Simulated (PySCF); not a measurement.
Some computed properties have been withheld. Give your best values.

Compound: C6H11N.
SMILES: `CN(C)[C@]12C[C@H]1C2`

Conformer (atom-mapped SMILES and torsion angles): `[CH3:1][N:2]([CH3:3])[C@:4]12[CH2:5][C@H:6]1[CH2:7]2`: C1–N2–C4–C5 -87°.

```csv
property,level,value
point group of the GFN2-xTB geometry,GFN2-xTB,?
"rotational constants A, B, C of the GFN2-xTB geometry",GFN2-xTB,"4.627, 2.163, 1.902 GHz"
dipole moment,PBE0/def2-SVPD,0.79 D
HOMO energy,PBE0/def2-SVPD,?
LUMO energy,PBE0/def2-SVPD,0.81 eV
lowest singlet excitation,TDDFT PBE0/def2-SVPD,?
strongest line among the 6 lowest singlet transitions,TDDFT PBE0/def2-SVPD,"S3 at 6.60 eV (188 nm, f = 0.034)"
lowest triplet excitation (Tamm–Dancoff),TDA PBE0/def2-SVPD,?
static isotropic polarisability,PBE0/def2-SVPD,76.8 au
electronic spatial extent ⟨r²⟩ about the centre of nuclear charge,PBE0/def2-SVPD,?
13C chemical shifts (computed TMS as zero) by class,GIAO PBE0/pcSseg-1,"44.9 (2 C), 39.6 (1 C), 30.4 (2 C), 5.7 (1 C) ppm"
1H chemical shifts (computed TMS as zero) by class,GIAO PBE0/pcSseg-1,"2.38 (6 H), 1.94 (1 H), 1.42 (2 H), 0.28 (2 H) ppm"
"isotropic shieldings of nuclei other than C and H, by class",GIAO PBE0/pcSseg-1,237 (1 N) ppm
```

The electronic properties come from PySCF, for the isolated species, density fitting. NMR classes are plain means over equivalent atoms (diastereotopic ones count apart unless rotation or inversion swaps them), as if these changed places fast; in this geometry the members of some classes differ.

(1) Give the HOMO energy.

(2) Give the electronic spatial extent ⟨r²⟩ about the centre of nuclear charge.

(3) What is the lowest singlet excitation?

(4) The point group of the GFN2-xTB geometry?

(5) Give the lowest triplet excitation (Tamm–Dancoff).

Results:

(1) -6.11 eV.

(2) 769 bohr².

(3) 5.83 eV (213 nm, f = 0.009).

(4) C1.

(5) 5.71 eV.

The dipole matches unit charges of opposite sign 0.16 Å apart (1 e·Å = 4.8032 D). The principal polarisabilities are 70.8, 75.3 and 84.4 au; their mean is the isotropic value. The vertical singlet–triplet gap S1 − T1 is 0.12 eV (TDDFT singlet less Tamm–Dancoff triplet; S1: HOMO→LUMO, weight 0.98; T1: HOMO→LUMO, weight 0.97). The rotational constants make it an asymmetric top with κ = (2B − A − C)/(A − C) = -0.81, nearer the prolate limit (−1).

For the NMR shielding job (PBE0/pcSseg-1), hardware: one thread, Arm Neoverse V1 (aarch64), no GPU, on a shared host. Cost: 23 s wall, 0.79 GiB resident at most.

One conformer stands for the species.
